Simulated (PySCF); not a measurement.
GeH3, SMILES [GeH3+], charge +1.

Geometry optimised at B3LYP-D3(BJ)/def2-TZVPD.

These are PySCF with PBE0/def2-TZVPD values and carry that method's errors.

Symmetry labels are those of the subgroup C2v that the program uses (full group D3h).

### Question
List the valence orbital energies around the gap with their symmetry. (An estimate is asked for; the answer gives what the named calculation found.)

### Answer

```json
[
 {"orbital": "HOMO−7", "symmetry": "A1", "energy (eV)": "-42.50"},
 {"orbital": "HOMO−6", "symmetry": "B2", "energy (eV)": "-42.34"},
 {"orbital": "HOMO−5", "symmetry": "A2", "energy (eV)": "-42.34"},
 {"orbital": "HOMO−4", "symmetry": "A1", "energy (eV)": "-42.01"},
 {"orbital": "HOMO−3", "symmetry": "B1", "energy (eV)": "-42.01"},
 {"orbital": "HOMO−2", "symmetry": "A1", "energy (eV)": "-22.90"},
 {"orbital": "HOMO−1", "symmetry": "B1", "energy (eV)": "-17.27"},
 {"orbital": "HOMO", "symmetry": "A1", "energy (eV)": "-17.27"},
 {"orbital": "LUMO", "symmetry": "B2", "energy (eV)": "-10.05"},
 {"orbital": "LUMO+1", "symmetry": "A1", "energy (eV)": "-6.33"},
 {"orbital": "LUMO+2", "symmetry": "B1", "energy (eV)": "-4.69"},
 {"orbital": "LUMO+3", "symmetry": "A1", "energy (eV)": "-4.69"}
]
```
